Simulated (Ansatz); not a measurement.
Ansatz (an electronic-structure program) input (B3LYP-D3(BJ)/def2-TZVP):

Ansatz 0.2 input:
```yaml
crystal:
  periodic: [false, false, false]
  atoms:
    - {symbol: Lu, position_ang: [0.26366456, -0.02251821, 0.32566565]}
    - {symbol: Cl, position_ang: [0.92777668, 0.36249982, -1.85516708]}
    - {symbol: Cl, position_ang: [-2.02896396, -0.26845318, 0.49503405]}
basis:
  gaussian:
    orbitals: def2-TZVP
hamiltonian:
  xc: b3lyp
  dispersion: d3bj
total_charge: 1
phonons: {temperatures: {t_min: 298.15, t_max: 298.15, t_step: 100}}
```

Output:

```
Functional definition: B3LYP
integrals: 0.13 GiB planned
1365 factors; their error is unknown
mean field: 1.05 GiB planned
mean field evaluation 1: about -58676.7833 eV, gradient 6.3e1 eV
mean field evaluation 2: about -58502.5471 eV, gradient 3.1e2 eV
mean field evaluation 4: about -58684.5820 eV, gradient 1.8e1 eV
mean field evaluation 8: about -58684.9389 eV, gradient 9.5e-2 eV
mean field evaluation 16: about -58685.0826 eV, gradient 5.9e-5 eV
mean field -58685.08258177 eV, -2156.6370067025 hartree, gradient 5.6e-5 eV, S^2 0.000000; 0 other end points of the search recorded, 0 dependent functions left out
the calculation of the forces begins
reference -58685.08283164 eV, -2156.6370158851 hartree; 38, 38 occupied and 132, 132 virtual orbitals, 1365 factors
these checks for a lower state are left out or cut short: stability, starts, cluster_reference, orbital_swaps, neighbouring_geometries, increment
integrals: 0.13 GiB planned
1365 factors; their error is unknown
mean field: 1.05 GiB planned
mean field -58685.08254731 eV, -2156.6370054360 hartree, gradient 1.3e-6 eV, S^2 0.000000; 0 other end points of the search recorded, 0 dependent functions left out
the calculation of the forces begins
reference -58685.08279721 eV, -2156.6370146195 hartree; 38, 38 occupied and 132, 132 virtual orbitals, 1365 factors
these checks for a lower state are left out or cut short: stability, starts, cluster_reference, orbital_swaps, neighbouring_geometries, increment
integrals: 0.13 GiB planned
1365 factors; their error is unknown
mean field: 1.05 GiB planned
mean field evaluation 32: about -58685.0825 eV, gradient 1.4e-6 eV
mean field -58685.08254125 eV, -2156.6370052133 hartree, gradient 1.4e-6 eV, S^2 0.000000; 0 other end points of the search recorded, 0 dependent functions left out
the calculation of the forces begins
reference -58685.08279110 eV, -2156.6370143951 hartree; 38, 38 occupied and 132, 132 virtual orbitals, 1365 factors
these checks for a lower state are left out or cut short: stability, starts, cluster_reference, orbital_swaps, neighbouring_geometries, increment
integrals: 0.13 GiB planned
1365 factors; their error is unknown
mean field: 1.05 GiB planned
mean field -58685.08257877 eV, -2156.6370065923 hartree, gradient 1.3e-6 eV, S^2 0.000000; 0 other end points of the search recorded, 0 dependent functions left out
the calculation of the forces begins
reference -58685.08282869 eV, -2156.6370157765 hartree; 38, 38 occupied and 132, 132 virtual orbitals, 1365 factors
these checks for a lower state are left out or cut short: stability, starts, cluster_reference, orbital_swaps, neighbouring_geometries, increment
integrals: 0.13 GiB planned
1365 factors; their error is unknown
mean field: 1.05 GiB planned
mean field -58685.08248492 eV, -2156.6370031431 hartree, gradient 1.4e-6 eV, S^2 0.000000; 0 other end points of the search recorded, 0 dependent functions left out
the calculation of the forces begins
reference -58685.08273475 eV, -2156.6370123242 hartree; 38, 38 occupied and 132, 132 virtual orbitals, 1365 factors
these checks for a lower state are left out or cut short: stability, starts, cluster_reference, orbital_swaps, neighbouring_geometries, increment
integrals: 0.13 GiB planned
1365 factors; their error is unknown
mean field: 1.05 GiB planned
mean field -58685.08261690 eV, -2156.6370079935 hartree, gradient 1.3e-6 eV, S^2 0.000000; 0 other end points of the search recorded, 0 dependent functions left out
the calculation of the forces begins
reference -58685.08286679 eV, -2156.6370171767 hartree; 38, 38 occupied and 132, 132 virtual orbitals, 1365 factors
these checks for a lower state are left out or cut short: stability, starts, cluster_reference, orbital_swaps, neighbouring_geometries, increment
integrals: 0.13 GiB planned
1365 factors; their error is unknown
mean field: 1.05 GiB planned
mean field evaluation 64: about -58685.0825 eV, gradient 1.3e-6 eV
mean field -58685.08254135 eV, -2156.6370052171 hartree, gradient 1.3e-6 eV, S^2 0.000000; 0 other end points of the search recorded, 0 dependent functions left out
the calculation of the forces begins
reference -58685.08279121 eV, -2156.6370143992 hartree; 38, 38 occupied and 132, 132 virtual orbitals, 1365 factors
Total energy: -58685.23313681 eV, -2156.6425394981 hartree
Atom 0 at     0.263665    -0.022518     0.325666 Å, force    -0.000193     0.000017    -0.000239 eV/Å
Atom 1 at     0.927777     0.362500    -1.855167 Å, force     0.000240     0.000022     0.000006 eV/Å
Atom 2 at    -2.028964    -0.268453     0.495034 Å, force    -0.000046    -0.000039     0.000233 eV/Å
Dipole moment:     0.773854    -0.066091     0.955827 e Å
Vibrations: 90.94 398.44 400.15 cm⁻¹, zero-point energy 0.055144 eV
```
